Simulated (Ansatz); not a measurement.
A rate constant, worked out

An elementary step of CH7GeN, closed shell (CH₇GeN ([CH3][GeH2][NH2]) → CH₄Ge ([CH2][GeH2]) + NH₃; Ge–N, C–H broken or loosened, N–H formed or tightened). The start structure is the reactant molecule, and the electronic barrier above it is 2.605 eV by CCSD(T) at an estimated basis limit (MP2 extrapolated from triple and quadruple zeta, plus CCSD(T) − MP2 in triple zeta). Program: Ansatz 0.2.0. Basis: def2-TZVPP and def2-QZVPP. Cores are frozen in the correlated methods. Filled d shells of the heavier atoms are correlated. The def2 sets are not built for correlating such inner shells, so the correlated values are less sure here. Extrapolation: Hartree–Fock as exp(−7.88 √X), correlation as X^−2.97. Harmonic wavenumbers at PBE0-D4/def2-TZVP (Ansatz 0.2.0), in cm⁻¹:

Start: 127, 144, 211, 459, 552, 613, 637, 698, 714, 848, 861, 888, 931, 1264, 1454, 1456, 1585, 2083, 2146, 3063, 3151, 3161, 3553, 3644.

Saddle: 1272i, 227, 372, 380, 410, 540, 556, 733, 747, 767, 808, 850, 873, 885, 1377, 1508, 1578, 1790, 2123, 2135, 3096, 3172, 3492, 3604.

Work out the transition-state-theory rate constant at 400 K from these numbers alone (harmonic vibrations; rotation, path degeneracy and anharmonicity left out), and the Wigner tunnelling factor. Use 1 cm⁻¹ = 1.2398 × 10⁻⁴ eV and k_B = 8.617 × 10⁻⁵ eV/K.

Zero-point energies, half the sums: start 34243/2 cm⁻¹ = 2.1228 eV; saddle, real modes only, 32023/2 cm⁻¹ = 1.9852 eV.
Barrier with zero-point energy: 2.605 + 1.9852 − 2.1228 = 2.4674 eV.
k_BT = 0.03447 eV, so the barrier is 71.58 k_BT.
Vibrational partition functions from the zero-point level, ln q = −Σ ln(1 − exp(−hν/k_BT)): start 3.487, saddle 2.161.
k = (k_BT/h) exp(ln q‡ − ln q) exp(−E0/k_BT), with log₁₀(k_BT/h in s⁻¹) = 12.92: log₁₀ k = 12.92 + (-1.326 − 71.58)/2.3026 = -18.74, so k ≈ 2 × 10^(-19) s⁻¹.
Wigner factor: 1 + (hν‡/k_BT)²/24 = 1 + (4.58)²/24 = 1.87, too large for this simple formula to be trusted. A change of 1 kcal/mol (0.043 eV) in the barrier would change k by a factor of 3.5 at this temperature.

T1 diagnostic: at most 0.014.

Labels in which every atom is bracketed show which atoms are joined, not bond orders.

For scale, one of the runs: CCSD(T)/def2-TZVPP, 208 basis functions, launched by `ansatz run in.yaml --threads 4 --pin off --events-out ev --progress --plain --max-ram 9574MiB`. Time: 81 s of wall clock on 4 CPU threads of an Arm Neoverse V1; the host was shared. Peak host memory: 2.9 GiB.
